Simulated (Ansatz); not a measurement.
Geometry optimisation, Ansatz, RKS B3LYP-D4/def2-SVP.

Input file:

```yaml
crystal:
  periodic: [false, false, false]
  atoms:
    - { symbol: Zn, position_ang: [0.0524, 0.1017, -0.0015] }
    - { symbol: H, position_ang: [0.5842, -0.1486, 1.9314] }
    - { symbol: C, position_ang: [0.0922, -1.1444, -1.5918] }
    - { symbol: H, position_ang: [0.0137, 0.6138, 2.1611] }
    - { symbol: S, position_ang: [-1.0319, 1.9494, 1.5646] }
    - { symbol: H, position_ang: [-0.8869, -1.5983, -1.696] }
    - { symbol: H, position_ang: [0.3283, -0.6087, -2.5022] }
    - { symbol: H, position_ang: [0.8294, -1.9216, -1.4372] }
    - { symbol: H, position_ang: [0.0186, 2.7567, 1.5715] }
basis:
  gaussian: { orbitals: def2-SVP }
hamiltonian:
  xc: b3lyp
  dispersion: d4
relax:
  f_tol: 0.15
  max_steps: 25
  restrain:
    - { distance: [0, 4], at: 3.57, k: 30.0 }
    - { distance: [3, 1], at: 1.92, k: 30.0 }
    - { distance: [0, 1], at: 1.53, k: 30.0 }
    - { distance: [3, 4], at: 1.36, k: 30.0 }
output:
  orbitals: {}
```

Run as:

```bash
$ ansatz run input.yaml --threads 2 --pin off --max-ram 3072MiB --backend cpu --events-out ev --progress --plain --runs-dir out
```

**Question.** Where does it end, and by what steps?

**Answer.** The forces met the threshold. The restraints hold the end off the free minimum. After 9 steps the energy has fallen by 0.799 eV (the restraints' own energy left out); Zn1 moved furthest, 1.02 Å. Joined: Zn1–H2 (2.02 → 1.54 Å), H4–S5 (1.80 → 1.36 Å).

```json
{"step": "0", "energy less start (eV)": "0.0000", "largest force component (eV/Å)": "1.107", "accepted": "yes"}
{"step": "1", "energy less start (eV)": "0.2146", "largest force component (eV/Å)": "1.735", "accepted": "yes"}
{"step": "2", "energy less start (eV)": "-0.1847", "largest force component (eV/Å)": "2.189", "accepted": "yes"}
{"step": "3", "energy less start (eV)": "-0.4819", "largest force component (eV/Å)": "1.342", "accepted": "yes"}
{"step": "4", "energy less start (eV)": "-0.6742", "largest force component (eV/Å)": "0.861", "accepted": "yes"}
{"step": "5", "energy less start (eV)": "-0.7712", "largest force component (eV/Å)": "0.221", "accepted": "yes"}
{"step": "6", "energy less start (eV)": "-0.7935", "largest force component (eV/Å)": "0.191", "accepted": "yes"}
{"step": "7", "energy less start (eV)": "-0.7955", "largest force component (eV/Å)": "0.230", "accepted": "yes"}
{"step": "8", "energy less start (eV)": "-0.7966", "largest force component (eV/Å)": "0.419", "accepted": "no"}
{"step": "9", "energy less start (eV)": "-0.7992", "largest force component (eV/Å)": "0.197", "accepted": "yes"}
```

```xyz
9
Properties=species:S:1:pos:R:3
Zn 0.515 -0.744 0.316
H 0.861 -0.439 1.785
C 0.113 -1.177 -1.543
H -0.230 1.119 2.053
S -1.153 2.069 1.743
H -0.956 -1.418 -1.670
H 0.346 -0.333 -2.214
H 0.696 -2.049 -1.886
H -0.193 2.970 1.416
```

The run took 9.2 s on 2 threads of AMD EPYC 9R45 96-Core Processor (Zen 5) (shared host), peak memory 0.21 GiB.
